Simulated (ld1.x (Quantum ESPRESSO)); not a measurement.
**Pseudopotential generation for beryllium: PAW, PBE, scalar-relativistic.**

beryllium (Be), PAW, made with ld1.x (Quantum ESPRESSO) 7.5 (PBE, scalar-relativistic). Core none, reference 1s2 2s2 2p0. Waves: 1s (bound): rcut 0.70, rcutus 0.85 bohr; 2s (bound): rcut 0.70, rcutus 0.85 bohr; 2p (bound, empty): rcut 2.25, rcutus 2.95 bohr; 2p channel at 2.1 Ry: rcut 2.25, rcutus 2.95 bohr. Local part: all-electron potential smoothed inside 0.95 bohr (lloc = -1). Core correction: none. Augmentation charge: PSQ, inside the norm-conserving radii.

All-electron outer shells of the reference configuration (PBE, scalar-relativistic, ld1.x):

| shell | level (eV) | outermost node (bohr) | outermost maximum (bohr) |
| --- | --- | --- | --- |
| 1s | -106.21 | – | 0.27 |
| 2s | -5.61 | 0.59 | 2.04 |
| 2p | -2.02 | – | 2.28 |

(1) Estimate the cutoffs (Ry, on a coarse ladder) from which the occupation-weighted sum of valence levels, in a spherical-Bessel basis at the reference potential, stays within 10 and 1 mRy of its value at 400 Ry.

(2) Does the potential have ghost states?

(3) Is the overlap operator S = 1 + Σ q|β⟩⟨β| positive definite (Bessel basis up to 400 Ry)?

(4) Which valence shell sets the plane-wave cutoff?

(5) Tests: 1s2 2s1 2p0; 1s2 2s0 2p0; 1s2 2s1.5 2p0; 1s2 2s0 2p2; 1s2 2s1 2p1; 1s1 2s2 2p0; 1s2 2s0 2p1. Which has the largest error in its energy relative to the reference configuration, and how large is it?

## Answers

(1) 120 Ry and 160 Ry.

(2) No extra level below or beside the all-electron valence levels (s, p, d, f tested).

(3) Yes: its lowest eigenvalue is 0.18 (s channel).

(4) 2s: its level needs 140 Ry to come within 1 mRy, against 80 Ry for 1s.

(5) 1s1 2s2 2p0, with -32 meV (all-electron minus pseudo) on +128.28 eV.
